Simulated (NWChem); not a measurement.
System: FeF2, quintet; SMILES [Fe]([F])[F]

```xyz
3

Fe     0.0000     0.0000    -0.2564
F      1.7445     0.0000    -0.2567
F     -1.7445     0.0000    -0.2567
```
Atoms are numbered in this order, from 1.

Level: PBE0/def2-SVP, spin-unrestricted (NWChem), optimised geometry, unscaled harmonic frequencies. The spin multiplicity was typed, not searched, and may not be the lowest.

| frequency (cm⁻¹) | IR intensity (km/mol) |
|---|---|
| 119 | 44.6 |
| 613 | 0.0 |
| 774 | 196.2 |

```yaml
zero_point_energy: 2.2 kcal/mol
thermal correction to the enthalpy at 298.15 K (with zero-point energy): 5.1 kcal/mol
heat capacity Cv: 9.6 cal/(mol K)
dipole_moment: 0.00 D
```

Rigid rotor and harmonic oscillator.
